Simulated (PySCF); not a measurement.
## Assigning NMR signals

Geometry:
```json
{"atom": "C1", "x (Å)": "3.015", "y (Å)": "0.243", "z (Å)": "-0.398"}
{"atom": "C2", "x (Å)": "1.748", "y (Å)": "0.310", "z (Å)": "-0.034"}
{"atom": "F3", "x (Å)": "1.137", "y (Å)": "1.526", "z (Å)": "-0.028"}
{"atom": "C4", "x (Å)": "0.836", "y (Å)": "-0.791", "z (Å)": "0.358"}
{"atom": "Si5", "x (Å)": "-0.477", "y (Å)": "-1.168", "z (Å)": "-0.991"}
{"atom": "C6", "x (Å)": "-1.658", "y (Å)": "0.329", "z (Å)": "-1.149"}
{"atom": "C7", "x (Å)": "-2.376", "y (Å)": "0.546", "z (Å)": "0.140"}
{"atom": "N8", "x (Å)": "-2.084", "y (Å)": "1.338", "z (Å)": "1.067"}
{"atom": "H9", "x (Å)": "3.532", "y (Å)": "-0.696", "z (Å)": "-0.416"}
{"atom": "H10", "x (Å)": "3.565", "y (Å)": "1.124", "z (Å)": "-0.675"}
{"atom": "H11", "x (Å)": "1.426", "y (Å)": "-1.681", "z (Å)": "0.564"}
{"atom": "H12", "x (Å)": "0.318", "y (Å)": "-0.507", "z (Å)": "1.276"}
{"atom": "H13", "x (Å)": "-1.227", "y (Å)": "-2.350", "z (Å)": "-0.557"}
{"atom": "H14", "x (Å)": "0.196", "y (Å)": "-1.402", "z (Å)": "-2.272"}
{"atom": "H15", "x (Å)": "-1.081", "y (Å)": "1.219", "z (Å)": "-1.409"}
{"atom": "H16", "x (Å)": "-2.373", "y (Å)": "0.137", "z (Å)": "-1.947"}
{"atom": "H17", "x (Å)": "-3.244", "y (Å)": "-0.087", "z (Å)": "0.306"}
{"atom": "H18", "x (Å)": "-1.262", "y (Å)": "1.916", "z (Å)": "0.889"}
```

[PySCF 2.14: coordinates at the GFN2-xTB level; PBE0/pcSseg-1 with gauge-including orbitals; one averaged value for each set of equivalent atoms; non-relativistic; one conformer; no solvent]

Chemical shifts δ = σref − σ; $^{13}$C, $^{1}$H vs TMS, all at this level.

Task: Assign these signals to the numbered atoms. $^{13}$C{$^{1}$H} NMR (computed): δ 177.2 (C), 171.9 (CH), 93.8 (CH2), 28.9 (CH2), 17.9 (CH2).

Result: 
```tsv
δ (ppm)	atoms	environment	reason
177.2	C2	carbon bonded to 2 C, F	–
171.9	C7	carbon bonded to C, N, H	–
93.8	C1	carbon bonded to C, 2 H	–
28.9	C6	carbon bonded to C, Si, 2 H	–
17.9	C4	carbon bonded to C, Si, 2 H	–
```

Task: Assign these signals to the numbered atoms. $^{1}$H NMR (500 MHz, computed): δ 10.87 (br s, 1H), 7.81 (t, 1H), 4.75 (m, 1H), 4.39 (m, 1H), 4.27 (m, 2H), 2.00 (m, 2H), 1.84 (m, 2H).

Result: 
10.87 → H18, hydrogen on a nitrogen bonded to C
7.81 → H17, hydrogen on a carbon bonded to C, N
4.75 → H10, hydrogen on a carbon bonded to C
4.39 → H9, hydrogen on a carbon bonded to C
4.27 → H13/H14, hydrogen on a silicon bonded to 2 C
2.00 → H15/H16, hydrogen on a carbon bonded to C, Si
1.84 → H11/H12, hydrogen on a carbon bonded to C, Si

The OH or NH signal is concentration- and solvent-dependent in practice; the value given is the gas-phase one. Splittings by $^{19}$F in the carbon and heteronuclear signals aren't shown, as no couplings were computed. Shifts are as computed. Against solution values, carbons near 30 ppm lie about +3 ppm off and those near 130 ppm about +5 ppm. Of 1309 compounds with measured shifts, 239 miss one by over three times the rms of a fit or turn the order of signals round; such compounds aren't used in these exercises. No couplings were computed; multiplicities are counted from neighbouring protons, with m where these are inequivalent, close in shift, in a saturated or five-membered ring or joined by F or P, and br s for small geminal =CH2 splittings.
